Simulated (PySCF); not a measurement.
Solvent effects on NMR parameters

Mapped SMILES: `[N:1]#[C:2][SiH:3]1[CH2:4][CH2:5][CH2:6]1`. Hydrogens are named by the atom that carries them. Ha(C4), Ha(C5), Ha(C6) are cis to C2 on the ring; Hb(C4), Hb(C5), Hb(C6) are trans to C2 on the ring.

GIAO PBE0/pcSseg-1 in PySCF 2.14.0 with density-fitted response routines on one PBE0-D3(BJ)/def2-SVP conformer, non-relativistic, equivalent nuclei averaged. Solvents enter as an IEF-PCM continuum (cyclohexane with ε = 2.0, benzene with ε = 2.3) around the gas-phase geometry. Shifts are referred to TMS computed in the same medium.

In cyclohexane, δ in ppm: C2 129.5, C5 23.4, C4/C6 14.0, Si3 -33.9, H(Si3) 5.04, Ha(C5) 2.42, Hb(C5) 2.21, Ha(C4)/Ha(C6) 1.69, Hb(C4)/Hb(C6) 1.28. Dipole moment 4.41 D.

Q: How does each δ change in the more polar medium?

A: 
| atoms | environment | Δδ, benzene |
| --- | --- | --- |
| C2 | nitrile carbon | +0.4 |
| C5 | sp3 CH2 in a ring | +0.1 |
| C4/C6 | sp3 CH2 bonded to Si | 0.0 |
| Si3 | silicon bonded to 3 C, H, in a 4-membered ring | 0.0 |
| H(Si3) | hydrogen on a silicon bonded to 3 C, in a 4-membered ring | 0.00 |
| Ha(C5) | hydrogen on an sp3 CH2 in a ring | 0.00 |
| Hb(C5) | hydrogen on an sp3 CH2 in a ring | +0.01 |
| Ha(C4)/Ha(C6) | hydrogen on an sp3 CH2 bonded to Si | +0.01 |
| Hb(C4)/Hb(C6) | hydrogen on an sp3 CH2 bonded to Si | +0.01 |

Changes are relative to cyclohexane. The dipole moment becomes 4.47 D in benzene.

Q: Which nuclei move most (in ppm), and what does the model miss?

A: C2 (nitrile carbon, +0.4 ppm) in benzene. A continuum only polarises the solute; specific hydrogen bonds, the anisotropy of aromatic solvents and changes of geometry or conformer are outside it.
